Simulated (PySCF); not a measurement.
Ligand exchange on a metal centre used in film growth or etching (Zn NH2-Br). All species are isolated molecules in the gas phase. One relaxed conformer stands for each flexible species; it need not be the lowest.

Level of theory: PySCF 2.14.0 with PBE-D3(BJ)/def2-TZVP // PBE-D3(BJ)/def2-SVP. 

| species | mean distance from the central atom to its bonded neighbours (Å) | HOMO–LUMO gap (eV) | HOMO (eV) | charge on the central atom (meta-Löwdin) (e) |
|---|---|---|---|---|
| 0 of 2 NH2 replaced by Br | 1.830 | 4.31 | -5.53 | 1.07 |
| 1 of 2 NH2 replaced by Br ([Zn(NH2)(Br)]) | 2.040 | 4.20 | -6.15 | 1.10 |
| 2 of 2 NH2 replaced by Br ([Zn(Br)2]) | 2.237 | 4.57 | -7.31 | 1.13 |
